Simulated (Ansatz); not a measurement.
F3Se (SMILES F[Se](F)F), doublet, at a GFN2-xTB geometry (the spin is typed, not shown lowest); BLYP/def2-SVP (Ansatz, a first-principles code).

Input for Ansatz:
Ansatz 0.2 input:
```yaml
crystal:
  periodic: [false, false, false]
  atoms:
    - {symbol: Se, position_ang: [-0.27871786, 0.18447138, 0.09593514]}
    - {symbol: F, position_ang: [-0.96339424, -1.56202050, 0.18018716]}
    - {symbol: F, position_ang: [0.76894108, 1.51828774, -0.70995482]}
    - {symbol: F, position_ang: [1.24738731, -0.65315911, 0.16734601]}
basis:
  gaussian:
    orbitals: def2-SVP
hamiltonian:
  xc: blyp
magnetization: {spin_polarized: true, initial_magnetization: 1}
```

### Question
Predict the main parts of the log of this Ansatz run.

### Answer

```
Functional definition: BLYP
790 factors; their error is unknown
mean field evaluation 1: about -73476.8972 eV, gradient 4.7e1 eV
mean field evaluation 2: about -73406.9989 eV, gradient 1.4e2 eV
mean field evaluation 4: about -73484.1180 eV, gradient 1.2e1 eV
mean field evaluation 8: about -73484.6022 eV, gradient 1.7e-1 eV
mean field evaluation 16: about -73484.4789 eV, gradient 8.9e-5 eV
mean field -73484.47887562 eV, -2700.5047891103 hartree, gradient 4.7e-5 eV, S^2 0.751118; 0 other end points of the search recorded, 0 dependent functions left out
reference -73484.47905782 eV, -2700.5047958061 hartree; 31, 30 occupied and 43, 44 virtual orbitals, 790 factors
Total energy: -73484.47905782 eV, -2700.5047958061 hartree
```
